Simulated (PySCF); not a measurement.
CH5AlClNO, SMILES C[NH][Al]([OH])[Cl].

Coordinates come from a PBE-D3(BJ)/def2-SVP optimisation. The structure was generated by enumeration; whether it is a known compound was not checked. Other conformers were not sampled.

Two levels are set side by side: TDDFT-PBE/def2-SVPD (PySCF) and TDDFT-ωB97X/def2-SVPD (PySCF). Vertical, same geometry. The lowest singlet is HOMO→LUMO 100 % with PBE and HOMO→LUMO 84 % with the other functional; states are paired by order. Differences are taken from unrounded values.

```tsv
quantity	TDDFT-ωB97X
lowest singlet excitation (eV)	5.68
lowest triplet excitation (TDA) (eV)	5.47
first bright state (f over 0.05) (eV)	7.10
its oscillator strength	0.15
```

Q: What does TDDFT-PBE give, and how far is it from TDDFT-ωB97X? (Estimate from the structure and the level; the computed values follow.)

A: 
```tsv
quantity	TDDFT-PBE	TDDFT-PBE minus TDDFT-ωB97X
lowest singlet excitation (eV)	4.22	-1.46
lowest triplet excitation (TDA) (eV)	3.98	-1.49
first bright state (f over 0.05) (eV)	5.78	-1.31
its oscillator strength	0.12	-0.03
```

A lower first singlet is the usual sign of a functional without exact exchange. Differences between two approximate levels are no errors against the true value.

Rough cost on one machine, each run with all the roots and properties that it gave: TDDFT-ωB97X against TDDFT-PBE about 8 times.
